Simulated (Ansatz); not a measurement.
Two isomers of CH5GeS: A = `C[S][GeH2]`•, B = `[CH3][GeH][SH]`•.

Computed with Ansatz on PBE0-D4/def2-TZVP structures; ΔE is electronic, products minus reactants. CBS: MP2 limit from def2 TZ/QZ plus the TZ coupled-cluster correction, frozen cores. DFT in def2-TZVPP. B3LYP here is the variant with VWN-RPA as its local correlation; programs differ in this. No spin–orbit coupling; open shells (•) take unrestricted orbitals. For Ge outer-core shells are correlated without core-valence functions, which leaves a few kJ/mol of doubt a bond. Scalar relativity is left out up to krypton. One conformer a species, not always the lowest.

A:

Z-matrix (Å, degrees):
```
C
S 1 1.812
H 1 1.090 2 111.1
H 1 1.089 2 111.0 3 122.8
H 1 1.090 2 106.7 3 -118.7
Ge 2 2.207 1 100.5 3 -56.4
H 6 1.554 2 108.4 1 47.1
H 6 1.546 2 105.4 1 165.6
```

B:

```xyz
8

C    -0.0278    1.1291    0.0634
Ge   -0.3572   -0.5969   -0.8195
S     0.1980   -2.2782    0.5355
H     1.0215    1.1801    0.3607
H    -0.6582    1.2284    0.9469
H    -0.2509    1.9432   -0.6273
H     0.5842   -0.7945   -2.0369
H    -0.5096   -1.8111    1.5772
```

Question: Which is lower in electronic energy at CCSD(T)/CBS, and by how much? (Best estimate.)

Answer: Ansatz gave: B, by 45.8 kJ/mol.

Question: Give E(B) − E(A) in kJ/mol with CCSD(T)/def2-SVP, PBE0-D4, MP2/def2-TZVPP, CCSD/def2-TZVPP, B3LYP, LDA (SPW92), BLYP-D4. (Best estimate.)

Answer: The calculation gave: CCSD(T)/def2-SVP -42.5, PBE0-D4 -42.0, MP2/def2-TZVPP -50.2, CCSD/def2-TZVPP -48.9, B3LYP -42.5, LDA (SPW92) -37.7, BLYP-D4 -39.1. None reverses the order clearly.

Question: Does the order hold for the free energy at 298.15 K (harmonic terms from PBE0-D4)? (Estimate.)

Answer: Computed: Yes: G(B) − G(A) = -46.6 kJ/mol, for one conformer each.

Largest T1 diagnostic: 0.015.

From BLYP to BHLYP (50 % exact exchange), in def2-TZVPP and without D4, E(B) − E(A) moves by −3.0 kJ/mol. At CCSD(T), def2-SVP lies +3.3 kJ/mol from the extrapolated value and def2-TZVPP −2.3 kJ/mol.
